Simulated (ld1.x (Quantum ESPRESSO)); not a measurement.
Transferability test, TM potential for O (Z = 8)

ld1.x (Quantum ESPRESSO) 7.5 input, shortened:

```
&input
   title='O', zed=8., rel=1, dft='PBE', iswitch=3,
   config='[He] 2s2 2p3 3d-2'
 /
 &inputp
   pseudotype=2, tm=.true., lloc=2,
   nlcc=.true., new_core_ps=.true., rcore=0.60
 /
3
2S  1  0   2.00   0.00  0.80  0.80  0.0
2P  2  1   3.00   0.00  1.50  1.50  0.0
3D  3  2  -2.00  -0.05  1.25  1.25  0.0
 &test
   configts(1)='2s2 2p3'
 /
```

Energies are relative to the spin-unpolarised reference configuration 2s2 2p3; without spin polarisation the order of configurations can differ from experiment.

| valence configuration | charge | ΔE all-electron (eV) | error AE − PS (meV) |
| --- | --- | --- | --- |
| 2s2 2p2 | +2 | 33.586 | +72 |
| 2s2 2p0 | +4 | 164.360 | +1859 |
| 2s2 2p3.5 | +0.5 | -10.145 | +6.5 |
| 2s2 2p4.3 | -0.3 | -18.553 | +19 |
| 2s1 2p5 | 0 | -1.481 | +77 |

Task: What are ΔE and the potential's error for 2s2 2p1?

Result: ΔE = 87.455 eV all-electron; the error (AE − PS) is +510 meV.

Task: What are ΔE and the potential's error for 2s2 2p4?

Result: ΔE = -16.431 eV all-electron; the error (AE − PS) is +16 meV.
